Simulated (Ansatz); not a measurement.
Sb3H3⁺, that is cyclo-(SbH)3 with one electron fewer. Total charge 1; doublet. Geometry PBE-D4/def2-SVP, that of the neutral singlet; atoms count from 1.

```tsv
atom	x (Å)	y (Å)	z (Å)
Sb1	1.3434	-0.4750	1.2267
Sb2	-1.5334	-0.2584	1.0568
Sb3	0.1381	1.8743	0.0521
H4	1.4255	-1.2654	-0.3147
H5	-1.5515	-1.0411	-0.4907
H6	0.1779	1.1655	-1.5302
```

In the def2 sets Sb takes a core potential; there is no spin–orbit coupling.

Question: Estimate the Mulliken populations from the PBE0/def2-TZVP orbitals of Ansatz.

Answer: 
```json
{"atom": "Sb1", "charge (e)": "0.27", "spin (α − β)": "0.46"}
{"atom": "Sb2", "charge (e)": "0.27", "spin (α − β)": "0.46"}
{"atom": "Sb3", "charge (e)": "0.21", "spin (α − β)": "0.10"}
{"atom": "H4", "charge (e)": "0.08", "spin (α − β)": "-0.02"}
{"atom": "H5", "charge (e)": "0.08", "spin (α − β)": "-0.02"}
{"atom": "H6", "charge (e)": "0.08", "spin (α − β)": "0.01"}
```
Mulliken values depend strongly on the basis.

Question: Where does the spin sit?

Answer: Summed by element: Sb 1.03, H -0.03, of 1 unpaired in all. Largest on single atoms: Sb1 0.46, Sb2 0.46, Sb3 0.10.

Question: And the Mayer bond orders between heavy atoms (over 0.3)?

Answer: Sb1–Sb2 0.76 (2.89 Å); Sb1–Sb3 1.03 (2.89 Å); Sb2–Sb3 1.03 (2.89 Å).
